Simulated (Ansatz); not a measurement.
One change: `[AlH2][CH2][InH2]` becomes `F[CH2][InH2]`.

Ansatz, PBE0-D4/def2-TZVP geometries, multiplicity 1. 

Elements past krypton have def2 core potentials.

```csv
property,`[AlH2][CH2][InH2]`
HOMO energy (B3LYP/def2-TZVPP) / eV,-7.27
LUMO energy (B3LYP/def2-TZVPP) / eV,-2.21
HOMO–LUMO gap (PBE/def2-TZVPP) / eV,3.73
HOMO–LUMO gap (ωB97M-V/def2-TZVPP) / eV,9.12
HOMO energy (ωB97M-V/def2-TZVPP) / eV,-9.60
size of the dipole moment (PBE/def2-TZVPP) / D,1.10
```

(1) What does the change do to each property? (Best estimate.)

Answers

(1) Computed: 
| property | `F[CH2][InH2]` | shift |
| --- | --- | --- |
| HOMO energy (B3LYP/def2-TZVPP) / eV | -7.17 | 0.10 |
| LUMO energy (B3LYP/def2-TZVPP) / eV | -2.10 | 0.11 |
| HOMO–LUMO gap (PBE/def2-TZVPP) / eV | 3.55 | -0.18 |
| HOMO–LUMO gap (ωB97M-V/def2-TZVPP) / eV | 9.22 | 0.10 |
| HOMO energy (ωB97M-V/def2-TZVPP) / eV | -9.56 | 0.04 |
| size of the dipole moment (PBE/def2-TZVPP) / D | 1.35 | 0.25 |

The zero-point energy changes by -26.6 kJ/mol with -6 modes. Dipoles are sizes alone; their direction can turn.

B3LYP here is the variant with VWN-RPA as its local correlation; programs differ in this.
